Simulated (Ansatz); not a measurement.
Input for Ansatz (a first-principles code): R-BLYP/def2-TZVPP on H2OSeTe (SMILES O[Te][SeH]), a point of a torsion scan. Elements past Kr take the def2 small-core potentials; no spin–orbit coupling.

Ansatz 0.2 input:
```yaml
crystal:
  periodic: [false, false, false]
  atoms:
    - {symbol: O, position_ang: [-1.25690722, 0.60908853, -0.26554858]}
    - {symbol: Te, position_ang: [-0.26025413, -0.93299677, -0.99891225]}
    - {symbol: Se, position_ang: [1.67661841, -0.67660528, 0.62444679]}
    - {symbol: H, position_ang: [-1.90163791, 0.33474014, 0.38802185]}
    - {symbol: H, position_ang: [1.08024121, 0.46277324, 1.26101467]}
basis:
  gaussian:
    orbitals: def2-TZVPP
hamiltonian:
  xc: {name: BLYP}
scf: {lower_state_search: off}
```

Problem. Predict the final total energy.

Solution. -2746.0202 hartree.
